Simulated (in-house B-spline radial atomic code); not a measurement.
Configurations of Mo, with energies counted from [Kr] 4d5 5s1. All numbers are computed (scalar-relativistic (X2C) LDA PW92, spin-polarised, spherical fractional occupations; Fermi nucleus of rms radius 4.4091 fm) with a B-spline radial code for spherical atoms, not measured. Shells without spins written out take the highest spin.

Occupations are held fixed; configurations that lie above the ionisation limit could autoionise.

```
                                          configuration  E - E(ref) (eV)  highest orbital  its <r> (bohr)
                 [Kr] 4d(0 up, 5 down) 5s(1 up, 0 down)            1.362            5s up            3.77
                 [Kr] 4d(1 up, 4 down) 5s(0 up, 1 down)           2.3765            4d up           2.059
                                               [Kr] 4d6           2.9739          4d down           2.396
[Kr] 4d(2 up, 2 down) 5s(0 up, 1 down) 5p(1 up, 0 down)           7.8002            5p up           4.628
                                       [Kr] 4d4 5s1 5f1           8.4573            5f up           28.43
                 [Kr] 4d(4 up, 1 down) 6f(1 up, 0 down)           9.5282            6f up           43.61
                          [Ar] 3d10 4s2 4p5 4d5 5s1 5p1           36.519            5p up           4.283
                          [Ar] 3d10 4s2 4p5 4d5 5s1 6d1           40.441            6d up           18.31
```

Order these further configurations by energy, lowest first.
A. [Ar] 3d10 4s2 4p5 4d6 5s1
B. [Ar] 3d9 4s2 4p6 4d5 5s1 6p1
C. [Kr] 4d5 4f1
D. [Kr] 4d5 5f1
E. [Ar] 3d10 4s2 4p(3 up, 2 down) 4d(4 up, 1 down) 5s(1 up, 0 down) 5f(1 up, 0 down)

C (6.773 eV), D (7.0685 eV), A (34.862 eV), E (44.295 eV), B (232.8 eV).

How far above the reference does [Ar] 3d10 4s2 4p5 4d5 5s1 5f1 lie?

40.848 eV; its least bound orbital is 5f up with <r> = 28.51 bohr.

How far above the reference does [Ar] 3d(5 up, 4 down) 4s2 4p6 4d(2 up, 3 down) 5s(1 up, 0 down) 5p(0 up, 1 down) lie?

235.14 eV; its least bound orbital is 5p down with <r> = 4.513 bohr.

How far above the reference does [Ar] 3d9 4s2 4p6 4d5 4f1 5s1 lie?

233.73 eV; its least bound orbital is 4f up with <r> = 16.8 bohr.
